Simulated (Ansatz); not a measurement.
`ClB(Br)Br` + H₂ → `BrBBr` + HCl at 500 K and 1 bar (hydrogenolysis of a B–Cl bond).

Isolated molecules relaxed with PBE0-D4/def2-TZVP in Ansatz; ΔE leaves out vibrations. CCSD(T)/CBS adds triple-zeta CCSD(T) − MP2 to the extrapolated MP2 energy (def2 sets, frozen cores). This one scheme is used for every species. For Br outer-core shells are correlated without core-valence functions, which leaves a few kJ/mol of doubt a bond. Scalar relativity is left out up to krypton.

```json
{"species": "`ClB(Br)Br`", "CCSD(T)/CBS energy (Eh)": "-5631.31790", "H − E (kJ/mol)": "46.7", "S (J/(mol·K))": "358.2"}
{"species": "H₂", "CCSD(T)/CBS energy (Eh)": "-1.17544", "H − E (kJ/mol)": "41.0", "S (J/(mol·K))": "145.5"}
{"species": "`BrBBr`", "CCSD(T)/CBS energy (Eh)": "-5172.09209", "H − E (kJ/mol)": "60.6", "S (J/(mol·K))": "321.2"}
{"species": "HCl", "CCSD(T)/CBS energy (Eh)": "-460.38127", "H − E (kJ/mol)": "32.5", "S (J/(mol·K))": "201.9"}
```

H − E and S are ideal-gas, rigid-rotor, harmonic terms from PBE0-D4/def2-TZVP. The MP2-based limit puts H₂ 0.8 mEh under its directly extrapolated value; such offsets cancel only in part. 1 Eh = 2625.50 kJ/mol, R = 8.31446 J/(mol·K).

Task: By hand: ΔE, ΔH, ΔS and ΔG.

Result: ΔE = (-5172.09209) + (-460.38127) − (-5631.31790) − (-1.17544) = 0.01998 Eh = 52.5 kJ/mol. Δ(H − E) = 60.6 + 32.5 − 46.7 − 41.0 = 5.4, so ΔH = 57.9 kJ/mol. ΔS = 321.2 + 201.9 − 358.2 − 145.5 = 19.4 J/(mol·K). ΔG = 57.9 − 500 × (19.4)/1000 = 48.2 kJ/mol.

Task: By hand: the equilibrium constant, and the temperature at which ΔG would vanish if ΔH and ΔS stayed fixed.

Result: log₁₀ K = −ΔG/(RT ln 10) = -5.0. ΔG = 0 at ΔH/ΔS = 2985 K, far beyond where these terms or the molecules hold.

ΔH outweighs TΔS. A doubt of 5 kJ/mol in ΔE shifts log₁₀ K by 0.5 here. These are equilibria of isolated gas molecules and say nothing of rates. Largest T1 diagnostic: 0.010 (customary marks: 0.02 for closed shells, 0.045 for open ones).
